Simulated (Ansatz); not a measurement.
Cost and result up the ladder for the cluster HgF₂ (3 atoms). Charge 0, multiplicity 1. Geometry: B3LYP-D4/def2-TZVP.

```csv
atom,x (Å),y (Å),z (Å)
Hg1,0.000,0.000,0.000
F2,-1.215,-0.828,1.258
F3,1.215,0.828,-1.258
```

Ansatz on 2 threads of AMD EPYC 7571 on a shared host. Times are rough, and most runs start from the orbitals of an earlier one. ωB97M-V/def2-TZVP serves as the yardstick here, not as an exact answer. Differences are given only for rows in sets of like size (and for xTB, whose basis is part of the method), since another set adds its own error. Binding counts from free atoms at the same level (Hg singlet, F doublet; other spins of the atoms weren't run), without zero-point energy or a counterpoise term.

In the def2 sets Hg takes a core potential; there is no spin–orbit coupling. LC-ωPBE has ω = 0.4 bohr⁻¹. Correlated methods freeze 2 core orbitals; core or outer-core shells of Hg are correlated, in sets that lack core-valence functions. The structure comes from a short search, and lower isomers may exist.

Correlated methods converge slowly with the basis.

| level | functions | binding energy per atom (eV) | difference from ωB97M-V/def2-TZVP (eV) | remarks |
| --- | --- | --- | --- | --- |
| PBE0-D4/def2-TZVPD | 126 | 1.78 | -0.08 | – |
| CCSD(T)/def2-TZVPD | 126 | 1.75 | -0.10 | large T1 (0.020) |
| LC-ωPBE/def2-TZVP | 105 | 1.97 | 0.12 | – |
| PBE-D4/def2-SVP | 60 | 1.92 | – | – |
| PBE0-D4/def2-SVP | 60 | 1.69 | – | – |
| BLYP-D4/def2-TZVP | 105 | 1.86 | 0.01 | – |
| MP2/def2-TZVP | 105 | 1.78 | -0.07 | – |
| r2SCAN-D4/def2-TZVP | 105 | 1.86 | 0.01 | – |
| PBE-D4/def2-TZVP (with forces) | 105 | 1.96 | 0.11 | – |
| r2SCAN-D4/def2-TZVPD | 126 | 1.88 | 0.03 | – |
| ωB97M-V/def2-TZVP | 105 | 1.85 | 0.00 | – |
| PBE0-D4/def2-TZVP | 105 | 1.75 | -0.10 | – |
| LDA (SPW92)/def2-TZVP | 105 | 2.46 | 0.61 | – |
| RPA@PBE/def2-TZVP | 105 | 1.46 | -0.39 | – |

Task: Estimate how long each takes.

Result: LDA (SPW92)/def2-TZVP 1.4 s; PBE-D4/def2-SVP 1.5 s; MP2/def2-TZVP 2.2 s; PBE0-D4/def2-SVP 2.3 s; BLYP-D4/def2-TZVP 2.6 s; PBE-D4/def2-TZVP (with forces) 2.7 s; LC-ωPBE/def2-TZVP 2.9 s; PBE0-D4/def2-TZVP 3.4 s; PBE0-D4/def2-TZVPD 4.3 s; RPA@PBE/def2-TZVP 4.9 s; r2SCAN-D4/def2-TZVP 5 s; r2SCAN-D4/def2-TZVPD 6.5 s; ωB97M-V/def2-TZVP 9.5 s; CCSD(T)/def2-TZVPD 22 s. On shared hardware such times vary by a factor of up to 3.
